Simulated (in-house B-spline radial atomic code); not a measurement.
## Ionising K⁺ with different functionals

Computed with an all-electron radial atomic-structure program (B-spline basis): non-relativistic Hamiltonian, point nucleus, spin-polarised at highest spin, spherical fractional occupations for the functionals, the average over the highest-spin determinants for Hartree-Fock. The ionisation energy is the difference of two self-consistent energies, [Ne] 3s2 3p6 → [Ne] 3s2 3p5, without Breit or QED terms; ε is the level of the shell that loses the electron (its least bound occupied spin orbital).

Hybrids are left out here: with spherical fractional occupations of an open shell their exact exchange keeps a self-interaction that integer-occupation calculations don't have.

```tsv
method	rung	ΔSCF (eV)	-ε(3p) (eV)
Hartree-Fock	Hartree-Fock	30.63	31.85
LDA VWN5	LDA	31.75	24.99
LDA PW92	LDA	31.75	24.98
LDA exchange-only	LDA	30.13	23.48
PBE	GGA	31.64	24.90
PBEsol	GGA	31.58	24.84
BLYP	GGA	31.49	24.75
RPBE	GGA	31.61	24.87
PW91	GGA	31.72	24.97
BP86	GGA	31.73	24.97
AM05	GGA	31.57	24.82
OLYP	GGA	31.68	24.94
TPSS	meta-GGA	31.80	25.08
SCAN	meta-GGA	32.12	25.49
r2SCAN	meta-GGA	32.10	25.48
M06-L	meta-GGA	32.09	25.41
revTPSS	meta-GGA	31.76	25.06
```

Q: How do they compare with the NIST value?

A: NIST lists 31.625 eV (measured, ground level to ground level). Errors run from -1.49 to +0.50 eV; RPBE is closest (-0.01 eV), but part of that can be cancellation, since the calculations leave out relativity, Breit-QED terms, multiplet and fine-structure energies. Hartree-Fock also lacks correlation.
